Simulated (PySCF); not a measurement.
## Working out the ionisation energy of Ar⁴⁺

Ar⁴⁺ [Ne] 3s2 3p2 (3P) → Ar⁵⁺ [Ne] 3s2 3p1 (2P). Computed with PySCF 2.14 in an even-tempered Gaussian basis (20 s from 0.09 bohr⁻², ratio 2.5; 13 p from 0.12 bohr⁻², ratio 2.5; 5 d from 1.2 bohr⁻², ratio 2.7; 5 f from 1.8 bohr⁻², ratio 2.7), with the spin-free X2C one-electron Hamiltonian (Gaussian nucleus). Frozen: 1s2; the 22 highest virtual orbitals dropped. Energies in hartree (1 hartree = 27.21139 eV):

```json
{"part": "UHF", "Ar⁴⁺ (lower)": "-523.530214", "Ar⁵⁺ (upper)": "-520.812726"}
{"part": "MP2 opposite-spin", "Ar⁴⁺ (lower)": "-0.299748", "Ar⁵⁺ (upper)": "-0.289311"}
{"part": "MP2 same-spin", "Ar⁴⁺ (lower)": "-0.102512", "Ar⁵⁺ (upper)": "-0.093193"}
```

Task: What does Hartree-Fock give?

Result: (-520.812726) − (-523.530214) = 2.717488 hartree = 73.947 eV.

Task: What do MP2 and SCS-MP2 (6/5 opposite-spin, 1/3 same-spin) give?

Result: The opposite-spin parts differ by 0.284 eV and the same-spin parts by 0.254 eV. MP2: 73.947 + (0.284) + (0.254) = 74.485 eV. SCS-MP2: 73.947 + 1.2 × (0.284) + (0.254)/3 = 74.372 eV.

A first-order spin-orbit estimate adds -0.015 eV to MP2 (outer shells), giving 74.470 eV against 74.84 ± 0.17 eV (semi-empirical (NIST evaluation); NIST Atomic Spectra Database, ionization energies).

What remains against the reference includes basis incompleteness, the frozen core and correlation beyond second order.
